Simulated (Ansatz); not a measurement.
Basis-set extrapolation for C2H5NSi, SMILES `[SiH3]C1=CN1` (PBE0-D4/def2-TZVP geometry, frozen core, Ansatz). Multiplicity 1, RHF reference.

|  | def2-TZVPP | def2-QZVPP |
| --- | --- | --- |
| HF | -421.953969 | -421.969186 |
| MP2 correlation | -0.646589 | -0.690234 |
| CCSD(T) correlation | -0.711189 | not run |

Energies in hartree. Use E(X) = E(∞) + A·exp(−7.88·√X) for Hartree–Fock and E(X) = E(∞) + B·X^(−2.97) for correlation, with X = 3 and 4, and add CCSD(T) minus MP2 of the smaller set to the MP2 limit.

Q: What is the CCSD(T) energy at the basis-set limit?

A: HF limit: -421.969186 + (-0.015217) × 0.13774 = -421.97128. MP2 limit: -0.690234 + (-0.043645) × 0.74074 = -0.72256. Higher-order term: -0.711189 − (-0.646589) = -0.06460. Total: -422.75844 hartree, 58.5 kcal/mol below CCSD(T)/def2-TZVPP.
